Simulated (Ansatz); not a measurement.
Cs8Cl8 (started as a model of: 1x4x4 CsCl rock-salt block), relaxed as a singlet with RKS PBE-D4/def2-SVP in Ansatz, starting from the GFN1-xTB geometry. Force threshold 0.03 eV/Å.

In the def2 sets Cs takes a core potential; there is no spin–orbit coupling.

Start:

```
atom   x (Å)   y (Å)   z (Å)
 Cs1  -3.777   4.686   2.253
 Cl2  -2.786   2.174   3.555
 Cs3  -1.593  -0.497   4.561
 Cl4  -0.466  -3.048   5.561
 Cl5  -2.463   4.350  -0.421
 Cs6  -1.308   1.629   0.783
 Cl7  -0.159  -1.002   1.815
 Cs8   0.956  -3.673   3.033
 Cs9  -0.957   3.669  -3.037
Cl10   0.160   1.004  -1.816
Cs11   1.308  -1.626  -0.779
Cl12   2.454  -4.355   0.419
Cl13   0.468   3.048  -5.559
Cs14   1.596   0.504  -4.561
Cl15   2.794  -2.172  -3.552
Cs16   3.773  -4.692  -2.256
```

| step | energy (eV) | largest force component (eV/Å) | SCF passes |
| --- | --- | --- | --- |
| 1 | -104523.6748 | 0.884 | 16 |
| 2 | -104524.8522 | 0.406 | 17 |
| 3 | -104525.4224 | 0.190 | 17 |
| 4 | -104525.6054 | 0.100 | 17 |
| 5 (rejected) | -104525.6004 | 0.169 | 16 |
| 6 | -104525.6181 | 0.023 | 16 |
| 7 | -104525.6246 | 0.042 | 15 |
| 8 | -104525.6378 | 0.060 | 15 |
| 9 | -104525.6545 | 0.087 | 15 |
| 10 | -104525.6778 | 0.038 | 15 |
| 11 | -104525.6896 | 0.032 | 15 |
| 12 | -104525.6950 | 0.019 | 15 |

Force components are those of the run's own axes.

End:

```xyz
16

Cs   -4.286    4.824    2.296
Cl   -2.745    2.426    3.728
Cs   -2.090   -0.717    4.796
Cl   -0.486   -3.243    5.962
Cl   -2.436    4.585   -0.291
Cs   -0.510    2.139    1.145
Cl   -0.219   -1.128    2.013
Cs    1.362   -3.778    3.392
Cs   -1.370    3.769   -3.396
Cl    0.237    1.141   -2.006
Cs    0.516   -2.128   -1.141
Cl    2.421   -4.596    0.283
Cl    0.473    3.228   -5.968
Cs    2.107    0.729   -4.788
Cl    2.752   -2.418   -3.724
Cs    4.274   -4.834   -2.302
```

By distances, no bond broke or formed. The bond that changes most is Cl7–Cs11, from 3.05 to 3.39 Å (atoms count from 1).

The force fell under the threshold at step 6, but the optimiser went on and released 0.077 eV more. No frequencies were taken in this run, so the end may be a saddle point.

Hardware: 4 threads of Arm Neoverse V2 on a shared host. Wall time 3 min, peak host memory 1.2 GiB.
